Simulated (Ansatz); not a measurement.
A run for Ansatz (an electronic-structure program): R-BLYP/def2-TZVPP on CH6SSi (SMILES C[SiH2]S), a point of a torsion scan.

Ansatz 0.2 input:
```yaml
crystal:
  periodic: [false, false, false]
  atoms:
    - {symbol: C, position_ang: [-1.04132379, 0.53580696, 0.10679640]}
    - {symbol: Si, position_ang: [0.23817610, -0.84089294, -0.08132082]}
    - {symbol: S, position_ang: [2.10746962, -0.05520645, 0.66417871]}
    - {symbol: H, position_ang: [-2.02399017, 0.19715742, -0.20714107]}
    - {symbol: H, position_ang: [-0.77790910, 1.40348362, -0.49259766]}
    - {symbol: H, position_ang: [-1.11542508, 0.86237728, 1.14077981]}
    - {symbol: H, position_ang: [-0.08767328, -2.02428374, 0.70981245]}
    - {symbol: H, position_ang: [0.47692964, -1.19075193, -1.47871999]}
    - {symbol: H, position_ang: [2.89798324, -0.77063394, -0.11835753]}
basis:
  gaussian:
    orbitals: def2-TZVPP
hamiltonian:
  xc: {name: BLYP}
scf: {lower_state_search: off}
```

Q: What total energy does the run end on?

A: -729.4314 hartree.
